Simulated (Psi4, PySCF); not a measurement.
The PySCF input:
```python
from pyscf import gto, scf, mp

mol = gto.M(
    atom='''
C    -0.15812136    0.84949158    0.00022359
C     0.97259348    1.42818972    0.01535444
Cl   -0.33990486   -0.95740851   -0.00651845
H    -1.13412407    1.30084788   -0.01044600
H     2.02567392    1.30900905    0.02779152
''',
    basis='sto-3g',
    spin=1,
    verbose=4,
)

mf = scf.UHF(mol)
mf.kernel()

pt = mp.MP2(mf, frozen=7)
pt.kernel()
print('E(MP2) = %.10f' % pt.e_tot)
```

Question: Convert this to an input for Psi4.

Answer: One answer among several that fit: 
```
memory 2 GB

molecule {
0 2
C    -0.15812136    0.84949158    0.00022359
C     0.97259348    1.42818972    0.01535444
Cl   -0.33990486   -0.95740851   -0.00651845
H    -1.13412407    1.30084788   -0.01044600
H     2.02567392    1.30900905    0.02779152
}

set {
  basis sto-3g
  reference uhf
  freeze_core true
  mp2_type conv
  scf_type pk
  puream true
  d_convergence 1e-8
}

energy('mp2')
print_variables()
```

Both were run: PySCF gave -530.521844 Eh and Psi4 -530.521844 Eh, 0.000 mEh apart.
